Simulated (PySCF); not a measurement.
## Telling isomers of C5H6F4 apart by NMR

Calculated, not measured (PySCF 2.14.0 with density-fitted response routines): shieldings: GIAO PBE0/pcSseg-1, structure optimised with GFN2-xTB. Rapidly exchanging positions averaged, no solvent model, one computed conformer, no relativistic terms.

Referencing at the same level of theory: TMS for 1H (σref 31.72), 13C (σref 186.93). Splittings of carbon signals by F and P are missing where no couplings were computed. Where no couplings were computed, multiplicities follow the n + 1 count of equivalent neighbours, and m marks all less simple cases (inequivalent or close neighbours, rings, F or P nearby). Shifts are as computed. Against solution values, carbons near 30 ppm lie about +3 ppm off and those near 130 ppm about +5 ppm. Of 1211 compounds with measured shifts, 218 miss one by over three times the rms of a fit or turn the order of signals round; such compounds aren't used in these exercises.

(1) Tabulate the signals of `CC/C=C(\F)C(F)(F)F`, `C=C(CF)CC(F)(F)F` and their relative energies.

(2) What is the quickest way to tell CC/C=C(\F)C(F)(F)F from C=C(CF)CC(F)(F)F?

## Answers

(1) 
```json
{"SMILES": "CC/C=C(\\F)C(F)(F)F", "carbon types": "2×C 1×CH 1×CH2 1×CH3", "δC": "156.8, 128.5, 125.8, 22.0, 16.3", "δH": "5.90 (m, 1H), 2.39 (m, 2H), 1.15 (t, 3H)", "E rel. (kcal/mol)": "1.4"}
{"SMILES": "C=C(CF)CC(F)(F)F", "carbon types": "2×C 3×CH2", "δC": "146.1, 135.0, 128.8, 88.5, 39.1", "δH": "5.81 (m, 1H), 5.69 (m, 1H), 5.30 (m, 2H), 3.05 (m, 2H)", "E rel. (kcal/mol)": "0.0"}
```

Energies are electronic energies at PBE0/pcSseg-1 on these geometries, without zero-point or thermal terms, each for the one conformer computed, which needn't be the lowest.

(2) Both give the same number of carbon signals, but DEPT or the intensities differ. The first has an alkene CH at 125.8 ppm, the second a terminal =CH2 carbon at 128.8 ppm. Their most deshielded carbons lie at 156.8 and 146.1 ppm.
